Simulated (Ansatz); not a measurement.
`C[SiH2][SiH](F)Cl` + `C[SeH]` → `C[Se][SiH](F)Cl` + `C[SiH3]`  (cleavage of the Si–Si bond)

Calculated with Ansatz (gas phase, PBE0-D4/def2-TZVP geometries, no zero-point term in ΔE). CCSD(T)/CBS adds triple-zeta CCSD(T) − MP2 to the extrapolated MP2 energy (def2 sets, frozen cores). This one scheme is used for every species. DFT in def2-TZVPP. B3LYP here is the variant with VWN-RPA as its local correlation; programs differ in this. For Se outer-core shells are correlated without core-valence functions, which leaves a few kJ/mol of doubt a bond. Scalar relativity is left out up to krypton. Each species was taken in one conformer, which may not be the lowest.

`C[SiH2][SiH](F)Cl`:

Cartesian coordinates in Å:
```
C 1.615 -0.581 -0.096
Si -0.116 -0.467 -0.798
Si -1.439 0.920 0.545
F -0.845 2.406 0.552
Cl -1.357 0.221 2.476
H 1.588 -0.960 0.928
H 2.092 0.401 -0.084
H 2.230 -1.254 -0.697
H -0.783 -1.798 -0.827
H -0.111 0.080 -2.183
H -2.873 1.032 0.185
```

`C[SeH]`:

Z-matrix (Å, degrees):
```
C
Se 1 1.949
H 1 1.088 2 110.6
H 1 1.087 2 110.6 3 -123.3
H 1 1.089 2 106.0 3 118.4
H 2 1.468 1 95.4 3 61.7
```

`C[Se][SiH](F)Cl`:

Z-matrix (Å, degrees):
```
C
Se 1 1.961
H 1 1.087 2 110.0
H 1 1.088 2 105.8 3 118.7
H 1 1.088 2 110.6 3 -122.9
Si 2 2.242 1 95.1 3 64.6
Cl 6 2.044 2 112.1 1 -58.3
F 6 1.588 2 107.0 1 -177.2
H 6 1.476 2 113.8 1 62.6
```

`C[SiH3]`:

Cartesian coordinates in Å:
```
C 0.879 -0.427 -0.140
Si -0.787 0.382 0.125
H 1.285 -0.798 0.803
H 1.593 0.285 -0.560
H 0.795 -1.270 -0.829
H -1.757 -0.589 0.700
H -1.339 0.885 -1.162
H -0.670 1.532 1.062
```

```csv
level,ΔE (eV)
PBE0-D4,-0.65
B3LYP,-0.65
```

(1) What does CCSD(T)/CBS give? (Estimate.)

Largest T1 diagnostic among the species: 0.011.

Results:

(1) Ansatz gave: -0.74 eV. The listed levels differ from it by 0.09, 0.09 eV.

From PBE to PBE0 (25 % exact exchange), in def2-TZVPP and without D4, ΔE moves by −0.04 eV. The D4 term adds −0.03 eV with B3LYP and −0.01 eV with PBE0; it sums over pairs of atoms, weighted by their polarisabilities, and B3LYP, whose exchange is more repulsive, gets the larger term.
